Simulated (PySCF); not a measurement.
## Choosing a basis for TDDFT

C₃H₁₀OSi.
SMILES: `C(CO)[SiH2]C`

TDDFT with PBE0 (PySCF), vertical singlets, core orbitals frozen in the response, spherical d and f functions. Isolated species at its PBE0-D3(BJ)/def2-SVP geometry (one conformer only).

| basis | functions | diffuse | S1 (eV) | S2 (eV) | S3 (eV) | S4 (eV) | S5 (eV) | LUMO (eV) | α (au) |
| --- | --- | --- | --- | --- | --- | --- | --- | --- | --- |
| 6-31G* | 94 | no | 7.82 | 8.45 | 8.73 | 8.90 | 9.08 | 1.73 | 57.8 |
| 6-31+G* | 114 | yes | 6.66 | 7.15 | 7.47 | 7.57 | 7.78 | 0.02 | 65.2 |
| def2-SVP | 124 | no | 7.53 | 8.21 | 8.50 | 8.81 | 8.86 | 1.38 | 61.1 |
| def2-SVPD | 187 | yes | 6.94 | 7.58 | 7.80 | 8.03 | 8.17 | 0.40 | 70.9 |
| aug-cc-pVDZ | 209 | yes | 6.48 | 7.03 | 7.23 | 7.35 | 7.47 | -0.20 | 72.5 |
| def2-TZVP | 221 | no | 7.14 | 7.78 | 8.01 | 8.31 | 8.42 | 0.77 | 68.4 |
| def2-TZVPD | 284 | yes | 6.67 | 7.28 | 7.50 | 7.65 | 7.84 | 0.11 | 72.1 |

Problem. Compare the sets with the largest diffuse one.

Solution. States are compared by their number. Against the largest diffuse basis here (def2-TZVPD, itself not a converged limit), sets without diffuse functions differ by up to 1.15 eV in S1 and 1.23 eV in S5; the smaller diffuse sets differ by up to 0.27 and 0.37 eV. State by state, the largest deviation of a set without diffuse functions is S1 1.15, S2 1.17, S3 1.23, S4 1.25, S5 1.23 eV. The same number needn't mean the same state in each row. Against def2-TZVPD the polarisability deviates by -20% in 6-31G*, -10% in 6-31+G*, -15% in def2-SVP, -2% in def2-SVPD, +1% in aug-cc-pVDZ, -5% in def2-TZVP. A single + in a Pople set puts diffuse functions on heavy atoms only.

Without π bonds the low states may be Rydberg-like; a valence basis with one diffuse set may place them up to an eV too high.
